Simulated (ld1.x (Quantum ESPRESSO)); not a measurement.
**An all-electron radial function and its pseudo partner (Be (Z = 4))**

Columns: radius, all-electron u(r) and pseudo u(r) of the 2s shell (level -5.61 eV) of beryllium in the configuration [He] 2s2 2p0; PBE, scalar-relativistic, TM scheme, ld1.x (Quantum ESPRESSO) 7.5.

```
r (bohr)  all-electron   pseudo
   0.210        0.2530  -0.0696
   0.420        0.1525  -0.1414
   0.630       -0.0328  -0.2173
   0.840       -0.2143  -0.2985
   1.050       -0.3637  -0.3840
   1.260       -0.4777  -0.4688
   1.470       -0.5584  -0.5442
   1.680       -0.6084  -0.6000
   1.890       -0.6328  -0.6303
   2.100       -0.6368  -0.6366
   2.310       -0.6254  -0.6254
   2.520       -0.6027  -0.6027
   2.730       -0.5722  -0.5722
   2.940       -0.5369  -0.5369
   3.150       -0.4989  -0.4989
   3.360       -0.4600  -0.4600
   3.570       -0.4214  -0.4214
   3.780       -0.3840  -0.3840
   3.990       -0.3484  -0.3484
   4.200       -0.3150  -0.3150
   4.410       -0.2840  -0.2840
   4.620       -0.2553  -0.2553
   4.830       -0.2290  -0.2290
   5.040       -0.2050  -0.2050
   5.250       -0.1832  -0.1832
   5.460       -0.1634  -0.1634
```

(1) How many radial nodes do the two functions have?

(2) At about which radius was the pseudo-wave matched?

(3) Where does each function peak?

(4) Is the pseudo-wave norm-conserving?

## Answers

(1) The all-electron 2s function has n − l − 1 = 1; the pseudo-wave has 0, since the states of the same l below it are removed with the core.

(2) 2.35 bohr. The columns agree to 0.0005 from 2.10 bohr on; several derivatives are matched, so the curves merge somewhat inside the radius.

(3) Outermost all-electron maximum near 2.10 bohr, pseudo maximum near 2.10 bohr (to the table’s step).

(4) Yes: the TM scheme keeps the norm inside the radius equal to the all-electron one, which fixes the energy derivative of the logarithmic derivative at the level.
